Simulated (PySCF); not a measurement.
Point-charge models of `FC(F)[C@@]12C=CC[C@]1(F)C2` against its computed dipole.

Coordinates (GFN2-xTB, Å) and charges (e) from the PBE0/pcSseg-1 density (PySCF):

```tsv
atom	x	y	z	Mulliken	IAO	Hirshfeld	ESP-fitted
F1	2.760	-0.305	1.061	-0.3073	-0.3091	-0.1151	-0.2100
C2	2.019	0.283	0.084	+0.6644	+0.4461	+0.1458	+0.2431
F3	2.188	1.618	0.247	-0.2965	-0.3020	-0.1070	-0.2002
C4	0.572	-0.099	0.198	-0.5598	-0.0529	-0.0310	+0.2285
C5	-0.263	0.470	1.288	+0.0650	-0.1581	-0.0503	-0.4404
C6	-1.503	0.699	0.874	-0.1652	-0.1559	-0.0430	-0.0848
C7	-1.710	0.361	-0.576	-0.1188	-0.2893	-0.0728	-0.1964
C8	-0.369	-0.209	-0.986	+0.1906	+0.3061	+0.0961	+0.3389
F9	0.052	0.057	-2.253	-0.2915	-0.2981	-0.1001	-0.2515
C10	0.121	-1.452	-0.327	-0.0351	-0.3043	-0.0932	-0.5032
H11	2.459	0.001	-0.886	+0.0843	+0.1451	+0.0477	+0.1054
H12	0.141	0.665	2.264	+0.0912	+0.1661	+0.0561	+0.2404
H13	-2.304	1.091	1.474	+0.0955	+0.1572	+0.0535	+0.1339
H14	-1.941	1.253	-1.162	+0.1557	+0.1651	+0.0531	+0.1147
H15	-2.521	-0.355	-0.719	+0.1499	+0.1567	+0.0506	+0.1053
H16	0.857	-2.033	-0.861	+0.1410	+0.1655	+0.0569	+0.1785
H17	-0.566	-2.032	0.270	+0.1368	+0.1617	+0.0530	+0.1979
```

**Question.** Compute μ = Σ q r for each scheme (1 e·Å = 4.803 D) and compare with the dipole of the full density.

**Answer.** The full density gives (-2.26, -1.22, -0.01) D, 2.57 D in size; dipole vectors point from the negative to the positive end.

```tsv
scheme	μx	μy	μz	size (D)	share of the full size (%)	angle to the full dipole (°)
Mulliken	-3.69	-2.56	-0.32	4.50	175	8
IAO	-3.29	-2.02	-0.02	3.86	150	3
Hirshfeld	-1.61	-0.69	-0.05	1.75	68	5
ESP-fitted	-2.30	-1.24	0.00	2.61	102	0
```

**Question.** Which set comes closest?

**Answer.** Length of the difference vector: ESP-fitted 0.04 D, Hirshfeld 0.84 D, IAO 1.31 D, Mulliken 1.98 D. Closest: ESP-fitted. ESP charges are fitted to the potential around the molecule, whose slowest-falling term is the dipole's. The schemes that divide the density aren't constrained to reproduce the dipole.

**Question.** What is left for the Hirshfeld atoms' own dipoles?

**Answer.** The shares of the density sum to the whole, so what Σ q r misses lies in dipoles about the nuclei. The atomic dipoles sum to (-2.26, -1.22, -0.01) − (-1.61, -0.69, -0.05) = (-0.65, -0.53, 0.04) D, 0.84 D in size.

**Question.** With the origin at the mean of the coordinates, (0.000, 0.001, -0.001) Å, which are the largest single terms, by size, of the Hirshfeld dipole along the direction of the full one?

**Answer.** F3 +1.38, C2 -1.34, F1 +1.27, H15 +0.58, H11 -0.50 D; all 17 atoms together +1.74 D. The single terms depend on the origin, their sum doesn't.

**Question.** Give the size of the full dipole in other units.

**Answer.** 2.57 D = 1.011 au = 0.535 e·Å = 8.57 × 10⁻³⁰ C·m.

Geometry: GFN2-xTB, one conformer, isolated molecule.
